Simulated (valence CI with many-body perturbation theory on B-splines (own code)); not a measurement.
# La52+: E2, E3, M1, M2 decay

Calculated by relativistic CI+MBPT: three valence electrons over a frozen Dirac-Fock core [He], radial functions for each j: 11 s, 11 p, 9 d, 7 f, 5 g, 2 h, 1 i, with the one-electron correlation potential Σ1, the two-electron term Σ2, the three-electron term Σ3, Breit, model QED; selected CI, second order for the rest (own B-spline code, finite nucleus).

No measured spectrum was set against this ion. As an estimate, large intervals hold to a few tenths of a per cent, small ones and those within an open d or f shell to about a per cent.

Lines 1 to 28 of 28 in falling wavelength, among levels below 55875 × 10³ cm⁻¹, chosen from the decays that carry over 1 % of a level's rate. Wavelengths and rates use the calculated energies. Electric multipoles are in the length gauge, E1 and E2 with the static RPA response of the core. S is in atomic units (e²a₀⁴ for E2 and M2, e²a₀⁶ for E3), for M1 in squared Bohr magnetons. Weak lines are less certain than strong ones. Lines between different terms over intervals too small for the method are left out, as are lines whose strength nearly cancels. The highest levels of a list are the least certain.

Levels are named by their leading jj configuration (3d3/2^4 stands for four electrons in 3d with j = 3/2), which in mixed levels can hold well under half, so a name can repeat and another be missing. Letters in brackets count levels of one name in rising energy.

```tsv
λ vac (Å)	Upper	Lower	Type	A (s⁻¹)	S (a.u.)
30.93	(2s 2p1/2 2p3/2) J=3/2 [a]	(2s 2p1/2^2) J=1/2	M1	4.25e+08	1.86e+00
29.45	(2s 2p3/2 3d5/2) J=9/2	(2s 2p1/2 3d5/2) J=7/2	M1	4.14e+08	3.92e+00
27.28	(2s^2 2p3/2) J=3/2	(2s^2 2p1/2) J=1/2	M1	4.31e+08	1.30e+00
2.272	(2s^2 3p1/2) J=1/2	(2s^2 2p3/2) J=3/2	E2	6.16e+11	6.66e-05
2.262	(2s 2p3/2 3p3/2) J=7/2	(2s 2p3/2^2) J=3/2	E2	1.56e+10	6.58e-06
2.230	(2s 2p3/2 3p3/2) J=7/2	(2s 2p3/2^2) J=5/2	E2	1.98e+11	7.78e-05
2.225	(2s 2p3/2 3p3/2) J=1/2 [b]	(2s 2p3/2^2) J=3/2	E2	3.44e+11	3.36e-05
2.223	(2s 2p1/2 3p3/2) J=5/2	(2s 2p1/2 2p3/2) J=5/2	E2	1.69e+11	4.93e-05
2.217	(2s^2 3p3/2) J=3/2	(2s^2 2p3/2) J=3/2	E2	2.97e+11	5.67e-05
2.199	(2s 2p3/2 3d5/2) J=9/2	(2s 2p3/2^2) J=5/2	M2	9.97e+09	4.58e-06
2.199	(2s 2p3/2 3d5/2) J=9/2	(2s 2p3/2^2) J=5/2	E3	5.42e+08	4.29e-06
2.194	(2s 2p3/2 3p3/2) J=1/2 [b]	(2s 2p3/2^2) J=5/2	E2	1.26e+11	1.15e-05
2.067	(2s 2p3/2 3p3/2) J=7/2	(2s 2p1/2 2p3/2) J=5/2	E2	1.67e+11	4.50e-05
2.063	(2s 2p1/2 3p3/2) J=5/2	(2s 2p1/2^2) J=1/2	E2	3.35e+11	6.70e-05
2.055	(2s 2p3/2 3p3/2) J=7/2	(2s 2p1/2 2p3/2) J=3/2 [a]	E2	2.49e+11	6.52e-05
2.054	(2s 2p3/2 3p3/2) J=1/2 [b]	(2s 2p1/2 2p3/2) J=3/2 [b]	E2	3.55e+11	2.31e-05
2.050	(2s^2 3p3/2) J=3/2	(2s^2 2p1/2) J=1/2	E2	3.51e+11	4.55e-05
2.040	(2s 2p3/2 3d5/2) J=9/2	(2s 2p1/2 2p3/2) J=5/2	M2	2.60e+09	8.20e-07
2.040	(2s 2p3/2 3d5/2) J=9/2	(2s 2p1/2 2p3/2) J=5/2	E3	5.05e+08	2.36e-06
2.029	(2s 2p3/2 3d5/2) J=9/2	(2s 2p1/2 2p3/2) J=3/2 [a]	E3	9.33e+08	4.20e-06
2.001	(2p1/2 2p3/2 3d3/2) J=7/2	(2s 2p1/2 2p3/2) J=3/2 [b]	E2	6.12e+11	1.40e-04
1.987	(2p1/2^2 3d3/2) J=3/2	(2s 2p1/2^2) J=1/2	E2	1.69e+12	1.87e-04
1.984	(2p1/2 2p3/2 3d3/2) J=7/2	(2s 2p1/2 2p3/2) J=5/2	E2	8.65e+11	1.90e-04
1.977	(2p1/2 2p3/2 3d3/2) J=5/2 [a]	(2s 2p1/2 2p3/2) J=3/2 [a]	E2	8.20e+11	1.33e-04
1.977	(2p1/2 2p3/2 3d3/2) J=1/2 [a]	(2s 2p1/2 2p3/2) J=3/2 [a]	E2	1.55e+12	8.35e-05
1.973	(2p1/2 2p3/2 3d3/2) J=7/2	(2s 2p1/2 2p3/2) J=3/2 [a]	E2	2.31e+11	4.93e-05
1.972	(2p1/2 2p3/2 3d5/2) J=9/2	(2s 2p1/2 2p3/2) J=5/2	E2	1.77e+12	4.71e-04
1.967	(2p1/2 2p3/2 3d5/2) J=7/2 [a]	(2s 2p1/2 2p3/2) J=3/2 [a]	E2	1.52e+12	3.19e-04
```
